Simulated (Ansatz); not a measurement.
B(NH3)Cl3 (BNCl₃H₃). The state is a triplet with charge 0. Geometry PBE0-D4/def2-SVP, that of the neutral singlet; atoms count from 1.

```xyz
8

B    -0.414   -0.175   -0.621
N     0.461    0.195    0.691
H     1.240    0.806    0.431
H     0.835   -0.658    1.115
H    -0.125    0.678    1.377
Cl   -1.746   -1.264    0.000
Cl    0.761   -1.016   -1.742
Cl   -1.012    1.433   -1.252
```

At PBE0-D4/def2-TZVP a singlet of charge 0 lies 7.07 eV below the triplet at the same geometry.

Question: Estimate the Mulliken populations from the PBE0/def2-TZVP orbitals of Ansatz.

Answer: 
```
atom  charge (e)  spin (α − β)
  B1       -0.29          0.36
  N2        0.29         -0.58
  H3       -0.06          0.38
  H4       -0.06          0.38
  H5       -0.06          0.38
 Cl6        0.06          0.36
 Cl7        0.06          0.36
 Cl8        0.06          0.36
```
Mulliken values and Mayer orders depend strongly on the basis.

Question: Where does the spin sit?

Answer: Summed by element: B 0.36, N -0.58, H 1.15, Cl 1.07, of 2 unpaired in all. Largest on single atoms: N2 -0.58, H3 0.38, H5 0.38.

Question: And the Mayer bond orders between bonded heavy atoms (over 0.3)?

Answer: B1–N2 0.34 (1.62 Å); B1–Cl6 1.07 (1.83 Å); B1–Cl7 1.07 (1.83 Å); B1–Cl8 1.07 (1.83 Å).
